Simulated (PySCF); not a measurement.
Computed shifts of a molecule C2H7BFNO, PBE/pcSseg-1 (PySCF), GIAO, gas phase, equivalent atoms averaged, in ppm (number of nuclei): ¹³C: 43.9 (1), 25.8 (1). ¹⁵N: 88.6 (1). ¹⁹F: -171.4 (1). ¹H: 3.63 (1), 3.37 (1), 3.16 (1), 2.52 (1), 1.54 (3). References: ¹³C against TMS (σ = 182.0 ppm); ¹⁵N against NH3 (σ = 267.0 ppm); ¹¹B against BF3 (σ = 83.9 ppm); ¹⁷O against H2O (σ = 334.3 ppm); ¹⁹F against CFCl3 (σ = 133.6 ppm); ¹H against TMS (σ = 31.49 ppm), references at their B3LYP-D3(BJ)/def2-TZVP geometries, non-relativistic. Coordinates come from a PBE-D3(BJ)/def2-SVP optimisation. Other conformers were not sampled.

### Question
Identify the compound among the candidates.
(A) C[C@H](F)B(N)O
(B) CCNB(O)F
(C) COCB(N)F
(D) COB(N)CF

### Answer
B, CCNB(O)F
